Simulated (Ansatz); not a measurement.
Molecule (SMILES): ClBr (Cl-Br).
Geometry (B3LYP-D3(BJ)/def2-TZVP, fixed):
```
Cl
Br 1 2.1653
```

How fast the dipole moment converges with the basis for several methods (Ansatz, an electronic-structure program): deviation from each method's own reference, in D. References: CCSD(T) 0.469 D, the value in aug-pcseg-3; HF 0.534 D, the value in aug-pcseg-3; MP2 0.502 D, the value in aug-pcseg-3; PBE 0.464 D, the value in aug-pcseg-3; PBE0 0.483 D, the value in aug-pcseg-3. All functions are spherical. In correlated methods cores are frozen (with 3d on Ga to Br). No added dispersion term, no relativity. The reference of a correlated method is not its basis-set limit, which lies further on.

```
basis            functions  CCSD(T)      HF     MP2     PBE  PBE0
---------------  ---------  -------  ------  ------  ------  ----
cc-pV(D+d)Z             50    0.058   0.136   0.056   0.088   ___
aug-cc-pV(D+d)Z         68    0.010   0.011   0.023  -0.001   ___
def2-TZVPP              90    0.001   0.020   0.005  -0.009   ___
def2-TZVPD             103    0.004   0.001   0.007  -0.001   ___
aug-pcseg-2            109   -0.018   0.002  -0.015  -0.004   ___
pcseg-3                132   -0.013  -0.002  -0.011  -0.007   ___
aug-pcseg-3            182    0.000   0.000   0.000   0.000   ___
cc-pV(5+d)Z            204    0.006   0.005   0.005  -0.004   ___
```

**Question.** Some entries are withheld; supply them.

**Answer.** 
- cc-pV(D+d)Z, PBE0: 0.099
- aug-cc-pV(D+d)Z, PBE0: 0.003
- def2-TZVPP, PBE0: 0.001
- def2-TZVPD, PBE0: 0.000
- aug-pcseg-2, PBE0: -0.002
- pcseg-3, PBE0: -0.006
- aug-pcseg-3, PBE0: 0.000
- cc-pV(5+d)Z, PBE0: 0.000

Mean absolute deviation over def2-TZVPP, def2-TZVPD, aug-pcseg-2: PBE0 0.001, PBE 0.005, CCSD(T) 0.008, HF 0.008, MP2 0.009 D.
